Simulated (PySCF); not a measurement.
Ligands exchanged one at a time, B CH3-OH. Isolated molecules, 0 K electronic values unless said otherwise. One relaxed conformer stands for each flexible species; it need not be the lowest. Strings in code marks are SMILES.

Quantity: vertical ionisation energy (energy after one electron is removed minus that of the parent at the parent's geometry), in eV.

Level 1: B3LYP/6-31G* // PBE0-D3(BJ)/def2-TZVP (PySCF)
Level 2: minus the HOMO energy of B3LYP/6-31G* // PBE0-D3(BJ)/def2-TZVP (PySCF)
Level 3: minus the HOMO energy of HF/3-21G // PBE0-D3(BJ)/def2-TZVP (PySCF)
Level 4: minus the HOMO energy of HF/6-31G* // PBE0-D3(BJ)/def2-TZVP (PySCF)

```tsv
species	level 2	level 3	level 4
`CB(O)O` (O–B–O–H torsion 0°, O–B–O–H torsion 180°)	8.38	12.82	12.96
`OB(O)O`	8.31	13.04	13.37
`CB(C)O` (C–B–O–H torsion 178°)	7.86	11.79	11.85
```

Task: What does level 1 give for each, and how far do the other levels lie from it on average?

Result: 
- `CB(O)O` (O–B–O–H torsion 0°, O–B–O–H torsion 180°): 11.46
- `OB(O)O`: 11.40
- `CB(C)O` (C–B–O–H torsion 178°): 10.44
Mean absolute difference from level 1, which has limits of its own, over these rows (drawn at random from the members that have all these levels): level 2 2.92 eV, level 3 1.44 eV, level 4 1.63 eV.
